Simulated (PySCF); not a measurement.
Excitations are Tamm–Dancoff values on a coarser integration grid. The basis has no diffuse functions, so Rydberg states are missing or too high.

# H₃BrSi, SMILES `[SiH3]Br` (charge 0, multiplicity 1)

The numbers are results of PBE-D3(BJ)/def2-TZVP // r2SCAN-D4/def2-TZVP run with PySCF, not measurements.

| Property | Value |
|---|---|
| HOMO | -7.21 eV |
| dipole moment | 1.19 D |
| LUMO | -1.25 eV |
| HOMO–LUMO gap | 5.96 eV |
| S1 excitation (TDA) | 6.12 eV |
| S1 oscillator strength | 0.015 |
| T1 excitation (TDA) | 5.75 eV |
| S1–T1 gap (TDA) | 0.37 eV |
| total energy | -2864.9516 Ha |
| cost | roughly 110 core-seconds |

Bond lengths (Å): Si1–Br2 2.222, Si1–H3 1.479, Si1–H4 1.479, Si1–H5 1.479. Angles (°): Br2–Si1–H3 108.5, Br2–Si1–H4 108.5, Br2–Si1–H5 108.5, H3–Si1–H4 110.4, H3–Si1–H5 110.4, H4–Si1–H5 110.4.
Charge 0, spin multiplicity 1.
